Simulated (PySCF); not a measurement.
## Excitation energy of Fe by level of theory

Fe [Ar] 3d6 4s2 (5D) → Fe [Ar] 3d5 4s2 5s1 (7S), as a difference of total energies. Computed with PySCF 2.14 in x2c-TZVPPall with one added diffuse shell each of s, p, d, f type (7s6p5d3f1g, 80 functions), with scalar relativity by spin-free X2C-1e. Correlated levels: valence: [Ar] frozen; valence and next inner shell: [Ne] frozen. The calculations carry no spin-orbit coupling.

```json
{"method": "UHF", "excitation energy (eV)": "6.058"}
{"method": "LDA", "excitation energy (eV)": "9.020"}
{"method": "PBE", "excitation energy (eV)": "8.888"}
{"method": "PBE0", "excitation energy (eV)": "8.397"}
{"method": "TPSSh", "excitation energy (eV)": "8.743"}
{"method": "wB97X-V", "excitation energy (eV)": "8.591"}
{"method": "HSE06", "excitation energy (eV)": "8.433"}
{"method": "BHandHLYP", "excitation energy (eV)": "8.027"}
{"method": "MP2 (valence)", "excitation energy (eV)": "7.580"}
{"method": "SCS-MP2 (valence)", "excitation energy (eV)": "7.768"}
{"method": "MP2 (valence and next inner shell)", "excitation energy (eV)": "7.897"}
{"method": "SCS-MP2 (valence and next inner shell)", "excitation energy (eV)": "7.902"}
```

Q: How much does correlation contribute at MP2 (valence and next inner shell)?

A: 7.897 − (6.058) = 1.839 eV, measured against UHF.

A first-order spin-orbit estimate (lowest level to lowest level, LS coupling) adds 0.052 eV.

The upper state lies above the first ionisation limit, where it may autoionise and the basis confines it. A Rydberg-like electron needs more diffuse functions than a valence basis has.

The promoted electron is Rydberg-like, and one or two diffuse shells describe it only roughly, which tends to raise the upper state.
